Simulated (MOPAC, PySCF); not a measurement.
C₄H₈Si, SMILES `C=C/C=C/[SiH3]` (C–C–C–C torsion 180°), neutral singlet in the gas phase. 

Cartesian coordinates (Å):
```xyz
13

C     -2.5254     0.2593     1.1457
C     -1.6901     0.1213     0.1012
C     -0.2476     0.0343     0.2244
C      0.6077    -0.1046    -0.8138
Si     2.4562    -0.2139    -0.6262
H     -2.1461     0.3143     2.1689
H     -3.6056     0.3213     1.0127
H     -2.0974     0.0689    -0.9145
H      0.1482     0.0880     1.2466
H      0.1748    -0.1548    -1.8214
H      2.8084    -0.1237     0.8249
H      3.1389     0.8939    -1.3683
H      2.9780    -1.5043    -1.1802
```
Charge 0, multiplicity 1.

All levels are single points at this geometry (PBE-D3(BJ)/def2-TZVP); Pople sets use spherical d functions. Orbital energies aren't observables, and empty levels follow the basis.

| level | HOMO (eV) | LUMO (eV) | gap (eV) | dipole (D) | vertical IE, Delta-SCF (eV) |
|---|---|---|---|---|---|
| PBE-D3(BJ)/def2-TZVP in PySCF | -5.99 | -2.27 | 3.72 | 1.04 | 8.70 |
| B3LYP/3-21G in PySCF | -6.45 | -1.06 | 5.40 | 0.99 | – |
| B3LYP/6-31G* in PySCF | -6.42 | -1.13 | 5.29 | 1.11 | 8.55 |
| HF/3-21G in PySCF | -8.82 | 2.72 | 11.54 | 1.13 | – |
| HF/STO-3G in PySCF | -6.84 | 6.45 | 13.29 | 0.12 | – |
| PM6 in MOPAC | -9.54 | -0.24 | 9.29 | 0.94 | – |
